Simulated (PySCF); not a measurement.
## Mayer bond orders and bond lengths

Species: C3H11FSi2.
Atom-mapped SMILES: `[CH3:1][C:2]([SiH3:3])([SiH3:4])[CH2:5][F:6]` (hydrogens: H7, H8, H9 on C1; H10, H11, H12 on Si3; H13, H14, H15 on Si4; H16, H17 on C5)

Geometry (GFN2-xTB, Å), atoms numbered from 1 in this order:
```xyz
17
C3H11FSi2 angstrom
C      0.136   -1.517    0.504
C      0.015   -0.092   -0.038
Si     1.414    1.000    0.684
Si    -1.716    0.617    0.376
C      0.171   -0.166   -1.550
F      0.073    1.083   -2.122
H      0.031   -1.528    1.586
H     -0.636   -2.164    0.083
H      1.105   -1.952    0.255
H      1.308    2.367    0.185
H      1.305    0.973    2.144
H      2.700    0.417    0.283
H     -1.846    1.981   -0.122
H     -1.887    0.580    1.830
H     -2.723   -0.247   -0.251
H      1.153   -0.561   -1.841
H     -0.612   -0.778   -2.015
```

Bond orders from the PBE0/pcSseg-1 density (PySCF). Geometry: GFN2-xTB, one conformer, isolated molecule.

How far do the computed orders between heavy atoms stray from the drawn ones?

The largest departure is 0.149, at C2–Si3 (drawn single, 0.851) and C2–Si4 (drawn single, 0.852). Drawn single, order below 0.88: C2–Si3 (0.851), C2–Si4 (0.852) and C5–F6 (0.867).

Set the Mayer orders of the bonds between heavy atoms beside their lengths.

| bond | drawn as | length (Å) | Mayer order |
| --- | --- | --- | --- |
| C1–C2 | single | 1.530 | 1.001 |
| C2–Si3 | single | 1.916 | 0.851 |
| C2–Si4 | single | 1.916 | 0.852 |
| C2–C5 | single | 1.521 | 0.979 |
| C5–F6 | single | 1.377 | 0.867 |

By pair of heavy elements: C–C: lowest C2–C5 (0.979, 1.521 Å), highest C1–C2 (1.001, 1.530 Å); in 1 of the 1 pairs the longer bond (by over 0.003 Å) has the higher order (by 0.02 or more). C–Si: all 2 within 0.02 of one another (0.851 to 0.852).

And the bonds to hydrogen?

C–H: 0.95 to 0.96 (5 bonds); H–Si: 0.94 to 0.95 (6 bonds).

Sum the orders of all bonds at each heavy atom with more than one neighbour and set the sums beside the valence in the SMILES.

C1 3.873 (drawn 4), C2 3.683 (drawn 4), Si3 3.689 (drawn 4), Si4 3.690 (drawn 4), C5 3.746 (drawn 4). Orders between atoms that aren't bonded are not in these sums.

The Mayer order sums products of elements of PS (density times overlap matrix) between the two atoms' basis functions, so it depends on the basis set.
